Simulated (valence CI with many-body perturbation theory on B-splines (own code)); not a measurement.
**Sc XVI in brief**

Method: valence CI with perturbative core correlation (CI+MBPT): four valence electrons over a frozen Dirac-Fock core [He], a basis of 9 s, 9 p, 8 d, 6 f, 3 g, 1 h functions for each j, with the one-electron correlation potential Σ1, the two-electron term Σ2, the three-electron term Σ3, Breit, model QED; selected CI, second order for the rest, scaled by the run's own slope (own B-spline code, finite nucleus).

No measured spectrum was set against this ion. As an estimate, levels of excited configurations hold to 0.05 to 0.15 % of their energy, terms of the ground configuration to about 0.5 %. Among the levels kept, up to 320 cm⁻¹ of a level comes from second order outside the variational space, and about a tenth of that is noise between levels of different J, which matters for small intervals.

Rates and lifetimes use the calculated energies. Strong lines usually hold to 10 to 20 %, long lifetimes can be off by a factor of two.

**Question.** What is the ground level?

**Answer.** 2s²2p² ³P_0, composition 95 % 2s²2p² ³P + 4 % 2s²2p² ¹S.

**Question.** Where does the other parity begin?

**Answer.** At 2s2p³ ⁵S°_2, 303.32 × 10³ cm⁻¹.

**Question.** How well does LS coupling describe the low levels?

**Answer.** Among the lowest 20 levels the leading LS term, summed over configurations, holds 96 % on average. For single configurations the figures are 95 % in LS and 71 % in jj coupling. Terms mix most in the J = 2 level at 634.70 × 10³ cm⁻¹, where the leading one holds 90 %.

**Question.** Among levels below 5001.1 × 10³ cm⁻¹, which E1 lines absorb most strongly from the ground level?

**Answer.** to 2s²2p3d ³D°_1 at 2.022 nm, f = 1.23; to 2s2p³ ³D°_1 at 18.59 nm, f = 0.0760; to 2s²2p3s ³P°_1 at 2.172 nm, f = 0.0564.

**Question.** How is the term ³P of the ground level split?

**Answer.** J = 0 at 0.00, J = 1 at 22.95, J = 2 at 45.04 × 10³ cm⁻¹.

**Question.** What is the ionisation energy?

**Answer.** 1009.5 eV; NIST lists 1008.6 ± 0.4 eV (semi-empirical).

**Question.** What are the static dipole polarisabilities of the lowest levels?

**Answer.** 2s²2p² ³P_0 0.0261; 2s²2p² ³P_1 0.0267 (tensor 0.0012); 2s²2p² ³P_2 0.0265 (tensor -0.0017); 2s²2p² ¹D_2 0.0241 (tensor 0.0062) bohr³, of which the core gives 4.84e-05.
